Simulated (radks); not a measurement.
Initial-state core-level shifts of neutral molybdenum when its valence configuration changes from [Kr] 4d5 5s1. All-electron calculation, Dirac Kohn-Sham, LDA (Slater exchange, Perdew-Wang correlation), spin-unpolarised, spherical densities, point nucleus; open shells fill j = l - 1/2 first. Program: a radial shooting solver on a logarithmic mesh with Libxc functionals. Shifts are changes of the shell-averaged eigenvalues in eV (positive: less bound).

| valence | 2p | 3s | 3p | 4p |
|---|---|---|---|---|
| 4d4 5s1 5p1 | -4.179 | -4.160 | -4.160 | -3.832 |
| 4d5 5p1 | -1.232 | -1.250 | -1.249 | -1.289 |
| 4d4 5s2 | -2.907 | -2.874 | -2.874 | -2.539 |
| 4d3 5s2 5p1 | -7.853 | -7.744 | -7.744 | -6.836 |
| 4d5.5 5s0.5 | +1.180 | +1.175 | +1.175 | +1.065 |
| 4d6 | +2.174 | +2.169 | +2.169 | +1.979 |
| 4d4.5 5s1.5 | -1.364 | -1.352 | -1.352 | -1.206 |
| 4d4.5 5s0.5 5p1 | -2.622 | -2.626 | -2.626 | -2.503 |
| 4d5 5s0.5 5p0.5 | -0.638 | -0.647 | -0.646 | -0.667 |
